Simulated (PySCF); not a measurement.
CH₃FO₂Si.
SMILES with atom numbers: `[O:1]=[CH:2][O:3][SiH2:4][F:5]` (hydrogens: H6 on C2; H7, H8 on Si4)

Method: PySCF, PBE0-D3(BJ)/def2-SVP geometry optimisation, gas phase; density fitting, grid level 1; the optimiser is geomeTRIC in internal coordinates, started from a GFN2-xTB structure with every atom displaced at random (about 0.01 Å).

The end geometry, which sets the zero of energy:
```
atom  x, y, z in Å
O1      1.4434   -1.0421   -0.5296
C2      1.4897    0.0851   -0.1171
O3      0.4130    0.7790    0.2318
Si4    -1.0821   -0.0404    0.0827
F5     -2.1382    1.0592    0.6099
H6      2.4221    0.6704    0.0157
H7     -1.1231   -1.2044    0.9931
H8     -1.3698   -0.3259   -1.3388
```

Question: These geometries come from the run, each turned onto the end geometry. Order them by energy, lowest first.
A.
```
atom  x, y, z in Å
O1      1.5039   -1.0389   -0.5427
C2      1.5257    0.0821   -0.1234
O3      0.4152    0.7265    0.2221
Si4    -1.1026   -0.0471    0.0856
F5     -2.1416    1.0731    0.6089
H6      2.4296    0.7011    0.0230
H7     -1.1708   -1.1965    1.0032
H8     -1.4046   -0.3195   -1.3291
```
B.
```
atom  x, y, z in Å
O1      1.5356   -1.0502   -0.5483
C2      1.5089    0.0719   -0.1259
O3      0.4103    0.7335    0.2245
Si4    -1.1030   -0.0415    0.0870
F5     -2.1364    1.0809    0.6126
H6      2.4086    0.7012    0.0254
H7     -1.1666   -1.1967    1.0045
H8     -1.4025   -0.3183   -1.3321
```
C.
```
atom  x, y, z in Å
O1      1.6782   -1.0573   -0.5553
C2      1.5092    0.0662   -0.1300
O3      0.3455    0.6161    0.1857
Si4    -1.0970   -0.0786    0.0746
F5     -2.0103    1.1277    0.6181
H6      2.3420    0.7781    0.0535
H7     -1.2428   -1.1801    1.0140
H8     -1.4700   -0.2913   -1.3130
```
D.
```
atom  x, y, z in Å
O1      1.6395   -1.0678   -0.5569
C2      1.4917    0.0465   -0.1351
O3      0.4061    0.7279    0.2199
Si4    -1.1141   -0.0329    0.0895
F5     -2.1315    1.1003    0.6229
H6      2.3646    0.7089    0.0317
H7     -1.1802   -1.1920    1.0060
H8     -1.4212   -0.3101   -1.3305
```

Answer: B (0.007 eV), A (0.014 eV), D (0.121 eV), C (0.227 eV).

In the order of the answer:

| step | E above end (eV) | largest force (eV/Å) | rms force component (eV/Å) | rms distance from end (Å) | rms bond change (Å) | bond most changed (Å) |
| --- | --- | --- | --- | --- | --- | --- |
| 4 | 0.007 | 0.28 | 0.091 | 0.046 | 0.003 | O3–Si4 -0.006 |
| 1 | 0.014 | 0.62 | 0.191 | 0.041 | 0.004 | Si4–H8 -0.006 |
| 2 | 0.121 | 1.98 | 0.554 | 0.086 | 0.003 | O3–Si4 -0.007 |
| 0 | 0.227 | 2.85 | 0.924 | 0.141 | 0.043 | O3–Si4 -0.107 |

The cost below is that of the whole optimisation. On one thread, Arm Neoverse V2 (aarch64), shared host with 32 logical CPUs at a one-minute load of 22, this took 20 s wall and 0.38 GiB of memory at its peak.
